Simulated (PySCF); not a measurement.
bromoethene (C₂H₃Br), SMILES C=CBr.

The structure is a stationary point at PBE0-D3(BJ)/def2-TZVP.

Calculation: PBE0-D3(BJ)/def2-TZVP in PySCF.

Frequencies are harmonic and unscaled.

Give all harmonic wavenumbers and intensities. (An estimate is asked for; the answer gives what the named calculation found.)


```tsv
mode	ν (cm⁻¹)	IR (km/mol)	moving atoms (share of kinetic energy)
1	350	0.0	C 59 %, H 27 %, Br 14 %
2	607	17.4	H 70 %, C 30 %
3	626	24.1	C 65 %, H 21 %, Br 14 %
4	940	32.4	H 71 %, C 29 %
5	982	32.5	H 93 %
6	1020	10.6	H 73 %, C 26 %
7	1280	23.6	H 82 %, C 18 %
8	1403	9.2	H 86 %, C 14 %
9	1678	53.2	C 86 %, H 14 %
10	3164	0.0	H 95 %
11	3227	3.1	H 91 %, C 9 %
12	3261	0.9	H 89 %, C 11 %
```
